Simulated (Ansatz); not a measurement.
Calculation: frozen-core CCSD(T)/def2-TZVPP // PBE-D3(BJ)/def2-TZVP in Ansatz (an electronic-structure program).

Ansatz 0.2 input:
```yaml
crystal:
  periodic: [false, false, false]
  atoms:
    - { symbol: B, position_ang: [0.0, 0.000002, 0.311018] }
    - { symbol: H, position_ang: [1.032135, -0.519673, -0.010663] }
    - { symbol: H, position_ang: [-0.037189, 1.180364, 0.521268] }
    - { symbol: H, position_ang: [-0.994941, -0.66069, 0.422471] }
basis:
  gaussian: { orbitals: def2-TZVPP }
correlation:
  method: ccsd_t
```

Output:

```
Functional definition: HF
412 factors; integrals over basis functions are off by at most 1.2e-3 eV
mean field evaluation 1: about -717.9658 eV, gradient 9.8e0 eV
mean field evaluation 2: about -717.9659 eV, gradient 9.8e0 eV
mean field evaluation 4: about -718.3942 eV, gradient 1.5e-1 eV
mean field evaluation 8: about -718.3941 eV, gradient 1.2e-4 eV
mean field -718.39414336 eV, -26.4004978236 hartree, gradient 1.4e-6 eV, S^2 0.000000; 0 other end points of the search recorded, 0 dependent functions left out
1 core orbitals not correlated
reference -718.39414336 eV, -26.4004978236 hartree; 3, 3 occupied and 69, 69 virtual orbitals, 412 factors
second order -3.08243886 eV of doubles, -0.00000000 eV of singles
cycle   1  -3.52375047 eV  change   -4.4e-1 eV  update   4.3e-2
cycle   2  -3.67574048 eV  change   -1.5e-1 eV  update   1.4e-2
cycle   3  -3.67958071 eV  change   -3.8e-3 eV  update   2.2e-3
cycle   4  -3.67923553 eV  change    3.5e-4 eV  update   5.0e-4
cycle   5  -3.67906946 eV  change    1.7e-4 eV  update   1.4e-4
cycle   6  -3.67907684 eV  change   -7.4e-6 eV  update   3.9e-5
cycle   7  -3.67908269 eV  change   -5.8e-6 eV  update   1.1e-5
cycle   8  -3.67908236 eV  change    3.2e-7 eV  update   3.0e-6
perturbative correction -0.06864220 eV, -0.0025225544 hartree
Total energy: -722.14186793 eV, -26.5382241611 hartree
```

Cost: very roughly 0.8 core-seconds.
